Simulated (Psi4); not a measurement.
HCl, charge +1, doublet, at a GFN2-xTB geometry (a state made from the parent by changing its charge; the spin is typed, not shown lowest); HF/def2-TZVPP (Psi4).

Here is a job for Psi4.
```
memory 2 GB

molecule {
1 2
Cl   -0.00000000   -0.00000000   -0.07393369
H     0.00000000    0.00000000    1.25687273
}

set {
  basis def2-tzvpp
  reference uhf
}

energy('scf')
print_variables()
```

### Question
What does Psi4 print? Leave out banner, timings and long lists.

### Answer

```
   => Loading Basis Set <=

    Name: DEF2-TZVPP
    Role: ORBITAL
    Keyword: BASIS

         ---------------------------------------------------------
                                   SCF
               by Justin Turney, Rob Parrish, Andy Simmonett
                          and Daniel G. A. Smith
                              UHF Reference
         ---------------------------------------------------------

  ==> Geometry <==

    Molecular point group: c2v
    Full point group: C_inf_v

    Geometry (in Angstrom), charge = 1, multiplicity = 2:

       Center              X                  Y                   Z               Mass
    ------------   -----------------  -----------------  -----------------  -----------------
         CL           0.000000000000     0.000000000000    -0.037280263447    34.968852682000
         H            0.000000000000     0.000000000000     1.293526156553     1.007825032230

  Running in c2v symmetry.

  Rotational constants: A = ************  B =      9.71676  C =      9.71676 [cm^-1]
  Rotational constants: A = ************  B = 291300.98682  C = 291300.98682 [MHz]
  Nuclear repulsion =    6.759820546545004

  Charge       = 1
  Multiplicity = 2
  Electrons    = 17
  Nalpha       = 9
  Nbeta        = 8

  ==> Algorithm <==

  SCF Algorithm Type is DF.
  DIIS enabled.
  MOM disabled.
  Fractional occupation disabled.
  Guess Type is SAD.
  Energy threshold   = 1.00e-06
  Density threshold  = 1.00e-06
  Integral threshold = 1.00e-12

  ==> Primary Basis <==

  Basis Set: DEF2-TZVPP
    Blend: DEF2-TZVPP
    Number of shells: 20
    Number of basis functions: 56
    Number of Cartesian functions: 63
    Spherical Harmonics?: true
    Max angular momentum: 3

   => Loading Basis Set <=

    Name: (DEF2-TZVPP AUX)
    Role: JKFIT
    Keyword: DF_BASIS_SCF

  ==> Integral Setup <==

  SCF_SUBTYPE=INCORE selected. In-core MEM_DF algorithm will be used.
  Using in-core AOs.

  ==> MemDFJK: Density-Fitted J/K Matrices <==

    J tasked:                   Yes
    K tasked:                   Yes
    wK tasked:                   No
    Algorithm:                 Core
    Schwarz Cutoff:           1E-12
    Mask sparsity (%):       0.0000
    Fitting Condition:        1E-10

   => Auxiliary Basis Set <=

  Basis Set: (DEF2-TZVPP AUX)
    Blend: DEF2-UNIVERSAL-JKFIT
    Number of shells: 44
    Number of basis functions: 146
    Number of Cartesian functions: 175
    Spherical Harmonics?: true
    Max angular momentum: 4

[...]
   @DF-UHF iter   9:  -459.67583669820471   -4.67816e-09   8.29420e-07 DIIS
  Energy and wave function converged.

  ==> Post-Iterations <==

   @Spin Contamination Metric:   1.179431304E-02
   @S^2 Expected:                7.500000000E-01
   @S^2 Observed:                7.617943130E-01
   @S   Expected:                5.000000000E-01
   @S   Observed:                5.000000000E-01

    Orbital Energies [Eh]
    ---------------------

    Alpha Occupied:

[...]
    Alpha Virtual:

[...]
    Beta Occupied:

[...]
    Beta Virtual:

[...]
    Final Occupation by Irrep:
             A1    A2    B1    B2
    DOCC [     5,    0,    1,    2 ]
    SOCC [     0,    0,    1,    0 ]
    NA   [     5,    0,    2,    2 ]
    NB   [     5,    0,    1,    2 ]

  @DF-UHF Final Energy:  -459.67583669820471

   => Energetics <=

    Nuclear Repulsion Energy =              6.7598205465450043
    One-Electron Energy =                -641.7754420001757580
    Two-Electron Energy =                 175.3397847554260238
    Total Energy =                       -459.6758366982047050

  UHF NO Occupations:
  HONO-2 :    4 A1 1.9995293
  HONO-1 :    5 A1 1.9948434
  HONO-0 :    2 B1 1.0000000
  LUNO+0 :    6 A1 0.0051566
  LUNO+1 :    7 A1 0.0004707
  LUNO+2 :    3 B2 0.0002775
  LUNO+3 :    3 B1 0.0000055

Computation Completed

Properties will be evaluated at   0.000000,   0.000000,   0.000000 [a0]

Properties computed using the SCF density matrix

 Multipole Moments:

 ------------------------------------------------------------------------------------
     Multipole            Electronic (a.u.)      Nuclear  (a.u.)        Total (a.u.)
 ------------------------------------------------------------------------------------

 L = 1.  Multiply by 2.5417464519 to convert [e a0] to [Debye]
 Dipole X            :          0.0000000            0.0000000            0.0000000
 Dipole Y            :          0.0000000            0.0000000            0.0000000
 Dipole Z            :         -0.5211611            1.2467689            0.7256078
 Magnitude           :                                                    0.7256078

 ------------------------------------------------------------------------------------

  Variable Map:
  ----------------------------------------------------------------------------
[...]
  Array Variable Map:
  ----------------------------------------------------------------------------
[...]
[...]
```
